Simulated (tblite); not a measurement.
Compound: C5H4FPS.
SMILES with atom numbers: `[CH2:1]=[CH:2][c:3]1[p:4][c:5]([F:6])[cH:7][s:8]1` (hydrogens: H9, H10 on C1; H11 on C2; H12 on C7)

Structure used (GFN2-xTB), in Å, numbered top down from 1:
```xyz
12
C5H4FPS angstrom
C     -2.477    0.531    0.473
C     -1.663   -0.039   -0.413
C     -0.233   -0.132   -0.293
P      0.747   -0.892   -1.494
C      2.227   -0.558   -0.577
F      3.424   -0.948   -1.053
C      2.142    0.095    0.607
S      0.567    0.536    1.099
H     -2.101    0.980    1.378
H     -3.541    0.565    0.321
H     -2.064   -0.484   -1.315
H      2.973    0.346    1.241
```

Computed values, GFN2-xTB/tblite, gas phase, harmonic and unscaled. The method is semi-empirical: single wavenumbers can be off by several per cent or more. One conformer, not necessarily the lowest.

Harmonic wavenumbers (cm⁻¹): 76.7, 163.2, 173.9, 261.9, 312.3, 356.3, 365.2, 445.4, 466.2, 499.0, 604.1, 650.9, 690.6, 743.8, 873.8, 891.4, 929.5, 992.3, 1074.6, 1095.9, 1187.6, 1206.5, 1293.2, 1401.8, 1490.7, 1638.5, 3048.8, 3103.4, 3135.3, 3142.3.

A = 3177, B = 1078, C = 804.9 MHz; mass 145.976 u (most abundant isotopes); point group Cs, symmetry number 1.

**Question.** What is the zero-point energy?

**Answer.** Half the sum of the wavenumbers: 16158 cm⁻¹ = 46.20 kcal/mol.

**Question.** Give the ideal-gas entropy at 350 K and 1 bar in the rigid-rotor, harmonic-oscillator model (classical rotation).

**Answer.** Translation 41.67, rotation 29.62, vibration 22.49: S = 93.8 cal/(mol K).

**Question.** And Cp and H(350 K) − H(0)?

**Answer.** Cp = 34.49 cal/(mol K), of which vibrations give 26.54 (their classical limit is 30 R = 59.6); H(350 K) − H(0) = 7.29 kcal/mol without the zero-point energy, 4.51 from vibrations.

**Question.** What must be added to the electronic energy to get the Gibbs energy at 350 K and 1 bar?

**Answer.** ZPE + [H(350 K) − H(0)] − T·S = 46.20 + 7.29 − 32.82 = 20.67 kcal/mol.

**Question.** Blend soft modes into free rotors: weight 1/[1 + (100 cm⁻¹/ν̃)⁴] for the oscillator and the rest for a rotor with moment μB/(μ + B), μ = h/(8π²ν), B = 10⁻⁴⁴ kg m². What vibrational entropy results?

**Answer.** 21.70 cal/(mol K) in place of 22.49, which changes −T·S at 350 K by +0.28 kcal/mol.

**Question.** How do the functions run with temperature in this model?

**Answer.** 
```csv
T (K),S (cal/(mol K)),Cp (cal/(mol K)),H − H(0) (kcal/mol),G − H(0) (kcal/mol),ln q(vib)
50,56.8,10.1,0.43,-2.41,0.13
100,65.1,14.4,1.04,-5.47,0.64
298.15,88.5,30.9,5.60,-20.80,3.88
373.15,96.0,35.9,8.11,-27.73,5.26
500,107.5,42.5,13.11,-40.66,7.61
750,126.5,50.7,24.87,-70.00,12.04
1000,141.8,55.5,38.18,-103.59,16.06
```

q(vib) and H(0) count from the zero-point level.

Hindered rotation and anharmonicity are outside this model. Other conformers, if any are populated, would add a mixing term that is left out.
